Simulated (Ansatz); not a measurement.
Total energies of dibenzothiophene S,S-dioxide, `O=S1(=O)c2ccccc2-c2ccccc21` from Ansatz at PBE-D4/def2-SVP, gas phase (1 Eh = 27.2114 eV = 2625.5 kJ/mol). The reference geometry is relaxed at PBE-D4/def2-SVP.

```csv
atom,x (Å),y (Å),z (Å)
O1,0.8650,0.6744,-2.9260
S2,0.3060,1.2415,-1.6786
O3,-0.0385,2.6791,-1.6080
C4,-1.0725,0.2335,-1.0904
C5,-2.3055,0.0937,-1.7232
C6,-3.2619,-0.7379,-1.1147
C7,-2.9647,-1.3976,0.0917
C8,-1.7145,-1.2423,0.7128
C9,-0.7476,-0.4149,0.1182
C10,0.6182,-0.1106,0.5922
C11,1.2661,-0.5779,1.7475
C12,2.5804,-0.1619,2.0165
C13,3.2559,0.7140,1.1473
C14,2.6220,1.1910,-0.0133
C15,1.3188,0.7660,-0.2607
H16,-2.5170,0.6189,-2.6665
H17,-4.2470,-0.8724,-1.5856
H18,-3.7228,-2.0454,0.5569
H19,-1.4973,-1.7651,1.6563
H20,0.7512,-1.2634,2.4373
H21,3.0888,-0.5274,2.9213
H22,4.2852,1.0282,1.3754
H23,3.1317,1.8767,-0.7065
```

```json
{"state": "charge 0 singlet", "geometry": "reference", "energy (Eh)": "-1009.24097"}
{"state": "charge 1 doublet", "geometry": "reference", "energy (Eh)": "-1008.93349"}
{"state": "charge -1 doublet", "geometry": "reference", "energy (Eh)": "-1009.26152"}
{"state": "free O atom (triplet)", "geometry": "–", "energy (Eh)": "-74.91467"}
{"state": "free S atom (triplet)", "geometry": "–", "energy (Eh)": "-397.80063"}
{"state": "free C atom (triplet)", "geometry": "–", "energy (Eh)": "-37.75124"}
{"state": "free H atom (doublet)", "geometry": "–", "energy (Eh)": "-0.49863"}
```

(1) Work out the vertical ionisation energy to the doublet.

(2) Work out the vertical electron affinity, to the doublet.

(3) Give the fundamental gap IE − EA, the Mulliken electronegativity (IE + EA)/2 and the hardness (IE − EA)/2.

(4) What is the binding energy per atom against free atoms?

(1) E(charge 1 doublet) − E(charge 0 singlet) = -1008.93349 − (-1009.24097) = 0.30748 Eh = 8.37 eV. For comparison, −ε of the highest occupied level is 6.11 eV at this level, 2.26 eV less.

(2) E(charge 0 singlet) − E(charge -1 doublet) = -1009.24097 − (-1009.26152) = 0.02055 Eh = 0.56 eV. The basis lacks diffuse functions, which makes affinities too small.

(3) From the values in Eh: IE − EA = 0.30748 − 0.02055 = 0.28693 Eh = 7.81 eV; (IE + EA)/2 = 4.46 eV; (IE − EA)/2 = 3.90 eV. The HOMO–LUMO gap of the same run is 3.42 eV, 4.39 eV smaller than the fundamental gap.

(4) Atoms: 2 × (-74.91467) + 1 × (-397.80063) + 12 × (-37.75124) + 8 × (-0.49863) = -1004.63389 Eh. Binding: -1004.63389 − (-1009.24097) = 4.60708 Eh = 125.37 eV, or 5.45 eV for each of 23 atoms (no zero-point energy, no counterpoise term).

At PBE-D4/def2-SVP the highest occupied level of the charge -1 doublet lies above zero (up to 1.67 eV). By energy differences its removal costs 0.56 eV (vertical, to the charge 0 singlet, at PBE-D4/def2-SVP); self-interaction error and the lack of diffuse functions both raise the level.
